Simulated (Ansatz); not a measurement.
`C[Si](Cl)(Cl)C#N` + HCl → `N#C[Si](Cl)(Cl)Cl` + CH₄  (ligand exchange at the Si–C bond)

Gas-phase electronic energies from Ansatz, PBE0-D4/def2-TZVP geometries. CCSD(T)/CBS is the MP2 limit (def2-TZVPP, def2-QZVPP) plus CCSD(T) − MP2 in def2-TZVPP, frozen cores. This one scheme is used for every species. DFT in def2-TZVPP. B3LYP here is the variant with VWN-RPA as its local correlation; programs differ in this.

```csv
level,ΔE (kJ/mol),difference from CCSD(T)/CBS
PBE-D4,-77.2,-1.0
BLYP-D4,-80.3,-4.1
PBE0-D4,-76.2,0.0
BLYP,-79.3,-3.1
B3LYP,-78.3,-2.1
r2SCANh,-79.7,-3.5
LC-ωPBE,-73.1,3.1
MP2/def2-SVP,-80.9,-4.7
CCSD/def2-TZVPP,-72.5,3.7
CCSD/CBS(def2),-75.3,0.9
CCSD(T)/CBS,-76.2,0
```

(1) What do rigid-rotor, harmonic-oscillator terms from PBE0-D4/def2-TZVP frequencies (298.15 K, 1 bar) make of the CCSD(T)/CBS value? (Best estimate.)

Largest T1 diagnostic among the species: 0.011.

Results:

(1) Computed: ΔZPE = +7.3 kJ/mol, ΔH = -69.4 kJ/mol, ΔS = -16 J/(mol·K), ΔG = -64.5 kJ/mol.

Leaving LDA and LC-ωPBE aside and taking each functional with its dispersion term where it has one, the values, not all of them listed here, spread over 7.4 kJ/mol, from B97M-V to ωB97X-V. LDA lies +4.9 kJ/mol from PBE without D4.
